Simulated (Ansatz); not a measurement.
Molecule: BeHSBr, charge 0, multiplicity 1. SMILES: [SH][Be][Br]
Geometry from a B3LYP-D3(BJ)/def2-TZVP (Ansatz, a quantum-chemistry and plane-wave program) optimisation:
```xyz
4

Be    -0.4605     0.4338     0.1403
Br     0.9483    -0.8534    -0.3129
S     -1.8126     1.7019     0.5556
H     -2.3446     0.9031     1.5007
```
Charge 0, spin multiplicity 1.

Wanted: vertical triplet-singlet gap, E(triplet) - E(singlet), in eV. Conventions: valence correlation only (noble-gas shells and the d and f shells of earlier blocks); each state is the SCF solution reached for its charge and spin; dispersion terms only where a functional's name holds one; UHF or UKS for open shells; LANL2DZ with its own core potentials from Na on; non-relativistic; six Cartesian d functions in 6-31G* and its kin unless marked 5d; no spin-orbit coupling. Ab initio and DFT rows: single points at B3LYP-D3(BJ) geometries (Ansatz). Levels can end on unlike triplets.

```tsv
level	program	vertical triplet-singlet gap, E(triplet) - E(singlet) (eV)
HF/6-31G*	Ansatz	5.40
HF/6-31G* with LANL2DZ past Ar	Ansatz	5.42
PBE/6-31G*	Ansatz	5.19
B3LYP/STO-3G	Ansatz	5.52
B3LYP/3-21G	Ansatz	5.65
B3LYP/6-31G*	Ansatz	5.47
B3LYP/6-31G* with LANL2DZ past Ar	Ansatz	5.49
MP2/6-31G*	Ansatz	5.90
MP2/6-31G* with LANL2DZ past Ar	Ansatz	5.95
wB97X-V/def2-TZVPD	Ansatz	5.57
```

No value to compare with is used here. The 9 habitual levels span 5.19 (PBE/6-31G*) to 5.95 eV (MP2/6-31G* with LANL2DZ past Ar); wB97X-V/def2-TZVPD gives 5.57.

The levels are drawn from those run, B3LYP/6-31G* more often than the rest, none by its result; left out are runs that failed, that the program found above a lower state of the same kind, or whose <S^2> lies over 0.5 above the pure value.
